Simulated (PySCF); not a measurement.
**Static response to an electric field**

Species: C7H8NPSe.
Numbering: `[CH2:1]=[CH:2][C:3]1=[C:4]([CH3:5])[P@@:6]1(=[Se:7])[CH2:8][C:9]#[N:10]` (hydrogens: H11, H12 on C1; H13 on C2; H14, H15, H16 on C5; H17, H18 on C8)

Geometry (PBE0-D3(BJ)/def2-SVP, Å), atoms numbered from 1 in this order:
```
atom  x, y, z in Å
C1    -1.9909   -1.0020   -1.9832
C2    -1.8383   -0.1136   -0.9922
C3    -0.5432    0.2633   -0.4841
C4     0.0862    1.0890    0.3672
C5    -0.1249    2.1568    1.3594
P6     1.2152    0.1096   -0.5828
Se7    2.5382    0.6307   -2.1082
C8     1.8206   -1.3565    0.3947
C9     1.0505   -1.5841    1.5978
N10    0.4080   -1.7073    2.5533
H11   -2.9812   -1.2688   -2.3585
H12   -1.1236   -1.4754   -2.4529
H13   -2.7106    0.3656   -0.5336
H14    0.5449    3.0056    1.1550
H15    0.1172    1.7804    2.3662
H16   -1.1660    2.5103    1.3572
H17    2.8775   -1.1581    0.6314
H18    1.7916   -2.2323   -0.2722
```

Level: PBE0/def2-SVPD (PySCF), static field, nuclei fixed, core orbitals frozen in the response. The polarisability tensor in these axes (au):

```
x   157.24   9.86 -12.25
y     9.86 126.70   5.96
z   -12.25   5.96 154.55
```

**Question.** Diagonalise the tensor; give its mean and Δα, where Δα² is half the sum of the squared differences of the eigenvalues.

**Answer.** Principal values 121.06, 148.90 and 168.52 au; mean 146.16 au = 21.66 Å³ = 24.10 × 10⁻⁴⁰ C²·m²/J; Δα = 41.30 au (28 % of the mean).

**Question.** What is the dipole moment, and where does it point?

**Answer.** (-2.26, 0.30, 0.14) D, 2.29 D in size, pointing from the negative to the positive side. Measured along this direction, the outermost atoms are H17 at the negative end and H13 and H11 at the positive end.

**Question.** What depolarisation ratio follows for Rayleigh scattering of linearly polarised light, taking the static tensor?

**Answer.** ρ = 3Δα²/(45ᾱ² + 4Δα²) = 5117.1/(961324 + 6822.7) = 0.00529.

**Question.** Orientational against electronic polarisability at 250 K (dilute gas, rigid molecules)?

**Answer.** In Gaussian units μ²/3kT = 50.53 Å³ against 21.66 Å³, a ratio of 2.33; the Debye molar polarisation (4π/3)N_A(α + μ²/3kT) is 182.1 cm³/mol, leaving out the vibrational part.

**Question.** Sum over states: ᾱ = Σ f/ω², ω in Eh. What share falls to these 10 lowest TDDFT singlets (eV, f)? 3.43, 0.0044; 3.66, 0.0052; 4.35, 0.0021; 4.57, 0.0211; 5.11, 0.0109; 5.30, 0.0822; 5.44, 0.0392; 5.48, 0.3285; 5.57, 0.0492; 5.65, 0.0401.

**Answer.** They add up to 15.05 au, 10.3 % of the 146.16 au; the largest single term is 8.09 au, from the state at 5.48 eV. Terms in order: 0.28, 0.29, 0.08, 0.75, 0.31, 2.17, 0.98, 8.09, 1.17, 0.93 au. Higher excitations give the rest. The strengths listed sum to 0.583.

**Question.** Molar refractivity from α?

**Answer.** Lorentz–Lorenz: R = (4π/3)N_A α = 2.5225 cm³/(mol·Å³) × 21.66 Å³ = 54.6 cm³/mol, in the limit of long wavelengths.

Isolated species at its PBE0-D3(BJ)/def2-SVP geometry (one conformer only). The calculation is non-relativistic, for selenium too.
